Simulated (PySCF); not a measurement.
CH5BO2S (SMILES COB(O)S), singlet, geometry from GFN2-xTB, atoms displaced at random by about 0.08 Å a coordinate; PBE/STO-3G, gradient in PySCF.

Here is a job for PySCF.
```python
from pyscf import gto, scf, dft

mol = gto.Mole()
mol.atom = '''
    B    -0.56676222    0.26885018    0.12479096
    O    -1.71456513    0.53476841    0.53276537
    H    -1.64802766    1.08324514    1.46523470
    O    -0.68050543   -0.54483247   -0.97273477
    C     0.59577563   -1.16766423   -1.68916534
    H     0.52625759   -2.39080221   -1.47077650
    H     0.28368766   -0.92537152   -2.67949271
    H     1.62621884   -0.85112819   -1.39579886
    S     1.05406995    0.35929847    0.98901316
    H     0.60396611    1.11750742    1.89537921
'''
mol.basis = 'sto-3g'
mol.verbose = 3
mol.build()

mf = dft.RKS(mol)
mf.xc = 'pbe'
mf.conv_tol = 1e-11
mf.kernel()
g = mf.nuc_grad_method()
grad = g.kernel()
```

The log (banner, timings and long lists left out):

```
converged SCF energy = -606.930224271554
--------------- RKS gradients ---------------
         x                y                z
0 B    -0.1833120433     0.0634327405     0.0405905838
1 O     0.1649007220    -0.0881082270    -0.1205663431
2 H     0.0111295581     0.0228646502     0.0425031837
3 O    -0.0471402952     0.0374419448     0.0545012945
4 C     0.0557458396     0.0536015540    -0.0733614363
5 H    -0.0031662824    -0.0669898811     0.0161775247
6 H    -0.0087946912     0.0002287569     0.0436813261
7 H     0.0074044951    -0.0103060361    -0.0008845948
8 S    -0.0212684475     0.0354176790     0.0561012265
9 H     0.0244815254    -0.0476030753    -0.0587047960
----------------------------------------------
```
